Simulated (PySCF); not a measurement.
Species: C8H9O (doublet state).
Structure used (GFN2-xTB), in Å, numbered top down from 1:
```xyz
18
C8H9O angstrom
C     -2.5961   -0.2956    0.9261
C     -1.7532    0.3212   -0.1696
O     -2.2671    0.9725   -1.0698
C     -0.3133    0.1178   -0.1234
C      0.3429   -0.6031    0.8569
C      1.7177   -0.7615    0.8481
C      2.5015   -0.1833   -0.1767
C      1.9268    0.5337   -1.1663
C      0.4634    0.7526   -1.2346
H     -3.6398   -0.0513    0.7461
H     -2.4789   -1.3771    0.9307
H     -2.3006    0.0956    1.8971
H     -0.2225   -1.0589    1.6559
H      2.1999   -1.3302    1.6276
H      3.5720   -0.3258   -0.1536
H      2.5226    0.9772   -1.9507
H      0.0725    0.3917   -2.1982
H      0.2432    1.8309   -1.2573
```

The hyperfine couplings belong to this conformer and change with its torsions.

The species is `CC(=O)C1=C[CH]C=CC1` [radical].

Level of theory: UKS B3LYP, pcH-1 on C H O, non-relativistic, mean-field spin-orbit, GIAO in PySCF 2.14.0. Isolated species at its GFN2-xTB geometry (one conformer only). Couplings are sensitive to structure, and on GFN2-xTB geometries they can be far from those on DFT ones. No stability test was run, so a lower SCF solution isn't excluded. ⟨S²⟩ is 0.783 where a pure state has 0.75.

(1) What is the g tensor, term by term?

(2) What are the electron Larmor frequencies g μB B/h along the three axes at 3350 mT?

(3) At 9.654 GHz, how far is the centre of the isotropic spectrum from where a free electron (g = 2.002319) resonates?

(4) In a frozen sample, at which fields do the three g values resonate at 9.5, 34, 94 and 263 GHz (hyperfine left aside), and which band first spreads them over more than twice a line width of 0.5 mT?

Results:

(1) 
```
                    Δg (ppm)     1     2     3
relativistic mass correction  -162  -162  -162
            gauge correction    -8    26    26
   orbital Zeeman/spin–orbit   -16  1206  2249
                       total  -186  1071  2113
```

So g = 2.00213, 2.00339, 2.00443 and g_iso = 2.00332; the tensor is rhombic: the two nearest values differ by 45 % of g3 − g1. Axes: g2 points within 12° of the C6–C7 bond.

(2) 93.8749, 93.9338, 93.9827 GHz for g1, g2 and g3, a range of 107.8 MHz.

(3) B = hν/(g μB) with μB/h = 13.99624 MHz/mT gives 344.48 mT for the free electron and 344.31 mT at g_iso, 0.17 mT lower.

(4) 
```csv
band,GHz,B(g3) mT,B(g2) mT,B(g1) mT,spread mT
X,9.5,338.63,338.80,339.02,0.39
Q,34.0,1211.93,1212.56,1213.32,1.39
W,94.0,3350.62,3352.36,3354.46,3.85
J,263.0,9374.60,9379.48,9385.36,10.76
```

The spread grows in proportion to the frequency. Q band is the first where it exceeds 1.0 mT.

The Mulliken spin populations are largest on C6 (+0.48), C4 (+0.42), C8 (+0.36) and C5 (-0.20). Three atoms exceed +0.15. The positive populations add up to 1.50 and the negative ones to -0.50, together 2S = 1.

The HOMO–LUMO gaps are 3.79 eV among the α and 3.75 eV among the β orbitals.
